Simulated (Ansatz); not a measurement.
Reaction (formal exchange of groups at the Si–B bond): `C[SiH2]B[SiH3]` + `C=C(N)[SiH3]` → `C=C(N)[SiH2][SiH3]` + `B[SiH2]C`

Isolated molecules relaxed with PBE0-D4/def2-TZVP in Ansatz; ΔE leaves out vibrations. CBS: MP2 limit from def2 TZ/QZ plus the TZ coupled-cluster correction, frozen cores. Functionals use def2-TZVPP. B3LYP here is the variant with VWN-RPA as its local correlation; programs differ in this. Each species was taken in one conformer, which may not be the lowest.

```csv
level,ΔE (kJ/mol),difference from CCSD(T)/CBS
B3LYP-D4,-9.3,0.7
ωB97X-V,-10.6,-0.6
r2SCAN,-8.7,1.3
PBE0,-10.7,-0.7
B3LYP,-8.2,1.8
SCS-MP2/def2-TZVPP,-10.0,0.0
CCSD/def2-TZVPP,-9.3,0.7
MP2/def2-QZVPP,-11.0,-1.0
SCS-MP2/def2-QZVPP,-10.1,-0.1
MP2/CBS(def2),-11.1,-1.1
CCSD(T)/CBS,-10.0,0
```

Largest T1 diagnostic among the species: 0.013.
